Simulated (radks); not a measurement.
Species: Ce0.6+. Configuration: [Kr] 4d10 4f1 5s2 5p(1/2: 2, 3/2: 3.4) 5d1 6s2 (fractional occupations, a model configuration). Method: Dirac Kohn-Sham, LDA (Slater exchange, Perdew-Wang correlation), spin-unpolarised, spherical densities, finite nucleus; open shells fill j = l - 1/2 first; Fermi nuclear charge, rms radius 4.8771 fm; computed with a radial shooting solver on a logarithmic mesh with Libxc functionals.

Unscreened Slater integrals over Kohn-Sham orbitals (hartree). Large and small components are both included. Empty in this configuration: 4f7/2.

\begin{tabular}{lr}
integral & value \\ \hline
F0(6s1/2,6s1/2) & 0.22930 \\
F0(6s1/2,5d3/2) & 0.26377 \\
G2(6s1/2,5d3/2) & 0.075968 \\
F0(6s1/2,4f5/2) & 0.29619 \\
G3(6s1/2,4f5/2) & 0.013303 \\
F0(6s1/2,5p3/2) & 0.28270 \\
G1(6s1/2,5p3/2) & 0.023529 \\
F0(6s1/2,4f7/2) & 0.29599 \\
G3(6s1/2,4f7/2) & 0.013515 \\
F0(5d3/2,5d3/2) & 0.34628 \\
F2(5d3/2,5d3/2) & 0.17802 \\
F0(5d3/2,4f5/2) & 0.44045 \\
F2(5d3/2,4f5/2) & 0.12277 \\
G1(5d3/2,4f5/2) & 0.068696 \\
G3(5d3/2,4f5/2) & 0.052715 \\
F0(5d3/2,5p3/2) & 0.40424 \\
F2(5d3/2,5p3/2) & 0.19273 \\
G1(5d3/2,5p3/2) & 0.22510 \\
G3(5d3/2,5p3/2) & 0.13863 \\
F0(5d3/2,4f7/2) & 0.43989 \\
F2(5d3/2,4f7/2) & 0.12367 \\
G3(5d3/2,4f7/2) & 0.053604 \\
G5(5d3/2,4f7/2) & 0.040126 \\
F0(4f5/2,4f5/2) & 0.87371 \\
F2(4f5/2,4f5/2) & 0.40648 \\
F4(4f5/2,4f5/2) & 0.25326 \\
F0(4f5/2,5p3/2) & 0.60003 \\
F2(4f5/2,5p3/2) & 0.22324 \\
G2(4f5/2,5p3/2) & 0.12825 \\
G4(4f5/2,5p3/2) & 0.097299 \\
F0(4f5/2,4f7/2) & 0.86968 \\
F2(4f5/2,4f7/2) & 0.40445 \\
F4(4f5/2,4f7/2) & 0.25196 \\
G2(4f5/2,4f7/2) & 0.40388 \\
G4(4f5/2,4f7/2) & 0.25163 \\
G6(4f5/2,4f7/2) & 0.18052 \\
F0(5p3/2,5p3/2) & 0.51076 \\
F2(5p3/2,5p3/2) & 0.27500 \\
F0(5p3/2,4f7/2) & 0.59874 \\
F2(5p3/2,4f7/2) & 0.22408 \\
G2(5p3/2,4f7/2) & 0.12990 \\
G4(5p3/2,4f7/2) & 0.098343 \\
F0(4f7/2,4f7/2) & 0.86569 \\
F2(4f7/2,4f7/2) & 0.40246 \\
F4(4f7/2,4f7/2) & 0.25070 \\
F6(4f7/2,4f7/2) & 0.17984 \\
\end{tabular}
